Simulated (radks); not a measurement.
Results of a calculation; reference values are marked as such.
Radial electron density D(r) = 4 pi r^2 rho(r) of an atom or ion with 9 electrons. Level of theory: non-relativistic Kohn-Sham, PBE, spin-polarised, spherical densities, point nucleus (a radial shooting solver on a logarithmic mesh with Libxc functionals).

r (bohr)  D(r) (e/bohr)   spin D(r)
0.009744          1.303  -0.0000757
0.01229           1.940  -0.0000707
0.0155            2.839   -3.48e-07
0.0197            4.113    0.000266
0.02484           5.725    0.000997
0.03133           7.698     0.00284
0.03951           9.914     0.00718
0.04983           12.10      0.0169
0.06284           13.81      0.0375
0.07925           14.54      0.0789
0.09995           13.93       0.157
0.126             12.08       0.295
0.159             9.790       0.514
0.2005            8.288       0.823
0.2528            8.459        1.19
0.3214            10.10        1.54
0.4053            11.54        1.70
0.5111            11.20        1.56
0.6446            8.688        1.16
0.8129            5.165       0.665
1.025             2.245       0.280
1.293            0.6737      0.0814
1.63             0.1282      0.0149
2.056           0.01374     0.00151
2.593         0.0007215   0.0000708

What is the nuclear charge?

Answer. Z = 13. The innermost maximum, from 1s, lies near 1/Z = 0.0769 bohr (found: 0.0805), and its height grows with Z. The density is that of the aluminium ion Al4+ in [He] 2s2 2p5; the configuration itself is not fixed sharply by these data, and Z only to about a unit. D(r) has 2 maxima, at r = 0.0805, 0.439 bohr, and minima at 0.221 bohr, inside which lie 2.22 electrons.
